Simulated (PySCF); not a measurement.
PbI2, SMILES [Pb]([I])[I] (connectivity only; charge and spin as stated), neutral, multiplicity 1.

Coordinates come from a B3LYP-D3(BJ)/def2-SVP optimisation. The isomer is the one that the SMILES or the coordinates give; other isomers of the formula were not compared. The def2 effective core potentials stand for the cores of I, Pb; spin–orbit coupling is left out.

Computed with PySCF with PBE/def2-TZVPD.

Isolated molecule, no solvent.

Computed frontier levels, gap, dipole moment and polarisability:
| Item | Result |
|---|---|
| highest occupied level | -6.20 eV |
| lowest empty level | -3.96 eV |
| orbital gap | 2.24 eV |
| dipole moment | 3.54 D |
| quadrupole, principal values (traceless, Buckingham form, about the centre of nuclear charge) | -10.54, 4.14, 6.40 D·Å |
| mean static polarisability | 133.3 bohr³ (19.76 Å³) |
| polarisability, principal values | 88.7, 125.1, 186.2 bohr³ |
